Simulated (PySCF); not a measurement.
CCl₃, SMILES Cl[C](Cl)Cl (connectivity only; charge and spin as stated), charge +1, multiplicity 1. Heavy atoms are numbered as in [Cl:1][C:2]([Cl:3])[Cl:4].

The structure is a stationary point at PBE0-D3(BJ)/def2-SVP. The multiplicity is an assumed one; other spin states were not compared. The isomer is the one that the SMILES or the coordinates give; other isomers of the formula were not compared.

The numbers are results of PBE/def2-TZVPD (PySCF), not measurements.

Mulliken values depend strongly on the basis, most of all with diffuse functions as here. ESP charges are fitted to the potential on shells at 1.4 to 2.0 van der Waals radii. Atomic charges (e), one atom of each kind:

| atom | Mulliken | IAO | ESP fit |
|---|---|---|---|
| Cl1 | 0.09 | 0.35 | 0.40 |
| C2 | 0.73 | -0.04 | -0.20 |
